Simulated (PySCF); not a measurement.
C5H11NSi.
SMILES with atom numbers: `[CH3:1]/[N:2]=[CH:3]/[CH:4]1[CH2:5][SiH2:6][CH2:7]1` (hydrogens: H8, H9, H10 on C1; H11 on C3; H12 on C4; H13, H14 on C5; H15, H16 on Si6; H17, H18 on C7)

Computed with PySCF 2.14.0, PBE0-D3(BJ)/def2-SVP geometry optimisation, gas phase.

Question: What internal coordinates does the optimisation give?

Answer: 
| bond | length (bohr) |
| --- | --- |
| C1–N2 | 2.709 |
| N2=C3 | 2.387 |
| C3–C4 | 2.829 |
| C4–C5 | 2.959 |
| C5–Si6, Si6–C7 | 3.579 |
| C4–C7 | 2.928 |
| C1–H8, C1–H9, C1–H10 | 2.088 |
| C3–H11 | 2.104 |
| C4–H12 | 2.088 |
| C5–H13, C7–H17 | 2.083 |
| C5–H14, C7–H18 | 2.076 |
| Si6–H15 | 2.827 |
| Si6–H16 | 2.828 |

Bonds in one row agree within 0.02 bohr and their mean is given. A selection of angles:
| angle | degrees |
| --- | --- |
| N2–C1–H8 | 114.2 |
| N2–C1–H9 | 109.6 |
| H8–C1–H9 | 108.5 |
| H9–C1–H10 | 106.2 |
| C1–N2–C3 | 119.0 |
| N2–C3–C4 | 122.9 |
| N2–C3–H11 | 121.6 |
| C4–C3–H11 | 115.4 |
| C3–C4–C5 | 113.4 |
| C3–C4–C7 | 116.3 |
| C3–C4–H12 | 107.8 |
| C5–C4–C7 | 101.1 |
| C5–C4–H12 | 107.9 |
| C7–C4–H12 | 109.9 |
| C4–C5–Si6 | 86.5 |
| C4–C5–H13 | 110.4 |
| C4–C5–H14 | 116.5 |
| Si6–C5–H13 | 110.8 |
| Si6–C5–H14 | 122.1 |
| H13–C5–H14 | 108.8 |
| C5–Si6–C7 | 78.9 |
| C5–Si6–H15 | 119.3 |
| C5–Si6–H16 | 113.3 |
| H15–Si6–H16 | 108.5 |
| Si6–C7–H17 | 112.5 |
| H17–C7–H18 | 108.3 |

Dihedral angles: C1–N2–C3–C4 -178° (antiperiplanar); N2–C3–C4–C5 112° (anticlinal); C3–C4–C5–Si6 -146° (anticlinal); C4–C5–Si6–C7 17° (synperiplanar); C5–Si6–C7–C4 -17° (synperiplanar); C3–C4–C7–Si6 144° (anticlinal). The mirror-image conformer, all signs reversed, is as good.

Si6 (SiH2 silicon) has angles from 78.9° to 120.4°. The C–N distances run from 1.263 Å (N2=C3, drawn double) to 1.434 Å (C1–N2, drawn single), a spread of 0.171 Å. The 3 C–C bonds span 1.497 Å (C3–C4, drawn single) to 1.566 Å (C4–C5, drawn single), a spread of 0.069 Å. Of the pairs four or more bonds apart, N2···H17 is among the closest relative to their van der Waals radii: 2.51 Å, 91 % of the sum of Bondi's values. The 4-membered ring C4–C5–Si6–C7 has internal angles of 78.9° to 101.1° (sum 354°, against 360° for a flat polygon); it is puckered, 0.14 Å rms from its mean plane, widest ring torsion 21°.

Point group: C1 (no symmetry element, even within 0.4 Å). Stationary, but not proved a minimum. One conformer, not necessarily the lowest.
